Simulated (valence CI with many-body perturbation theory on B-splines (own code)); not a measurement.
Missing levels of Pt65+

Calculated by valence CI with perturbative core correlation (CI+MBPT): three valence electrons over a frozen Dirac-Fock core [Ne], radial functions for each j: 11 s, 11 p, 10 d, 8 f, 5 g, 2 h, with the one-electron correlation potential Σ1, the two-electron term Σ2, the three-electron term Σ3, Breit, model QED; selected CI, second order for the rest, scaled by the run's own slope (own B-spline code, finite nucleus).

The last digits are not significant, and no measured levels were compared; by estimate large intervals hold to a few tenths of a per cent, small ones and those within an open d or f shell to about a per cent.

| Level | E (× 10³ cm⁻¹) |
| --- | --- |
| (3s^2 3p1/2) J=1/2 | 0.00 |
| (3s 3p1/2^2) J=1/2 | ? |
| (3s^2 3p3/2) J=3/2 | 3774.1 |
| (3s 3p1/2 3p3/2) J=3/2 [a] | ? |
| (3s 3p1/2 3p3/2) J=5/2 | 5140.6 |
| (3s 3p1/2 3p3/2) J=3/2 [b] | ? |
| (3s 3p1/2 3p3/2) J=1/2 | 5406.7 |
| (3s^2 3d3/2) J=3/2 | 5796.8 |
| (3s^2 3d5/2) J=5/2 | 6560.9 |
| (3s 3p1/2 3d3/2) J=3/2 [a] | 6748.4 |
| (3s 3p1/2 3d3/2) J=3/2 [b] | ? |
| (3s 3p1/2 3d3/2) J=5/2 | 6956.3 |
| (3s 3p1/2 3d3/2) J=1/2 | ? |
| (3s 3p1/2 3d3/2) J=3/2 [c] | 7253.4 |
| (3s 3p1/2 3d5/2) J=5/2 [a] | ? |
| (3s 3p1/2 3d5/2) J=7/2 | 7928.2 |
| (3s 3p1/2 3d5/2) J=5/2 [b] | 8015.3 |
| (3s 3p1/2 3d5/2) J=3/2 | 8053.9 |
| (3p1/2^2 3d3/2) J=3/2 | 8597.0 |
| (3s 3p3/2^2) J=5/2 | 8856.0 |

Levels are named by their leading jj configuration (3d3/2^4 stands for four electrons in 3d with j = 3/2), which in mixed levels can hold well under half, so a name can repeat and another be missing. Letters in brackets count levels of one name in rising energy.

(1) The levels stand in rising order. What does the calculation give for the missing energies?

Results:

(1) (3s 3p1/2^2) J=1/2 1473.7; (3s 3p1/2 3p3/2) J=3/2 [a] 4982.1; (3s 3p1/2 3p3/2) J=3/2 [b] 5316.4; (3s 3p1/2 3d3/2) J=3/2 [b] 6859.8; (3s 3p1/2 3d3/2) J=1/2 7187.2; (3s 3p1/2 3d5/2) J=5/2 [a] 7801.5.
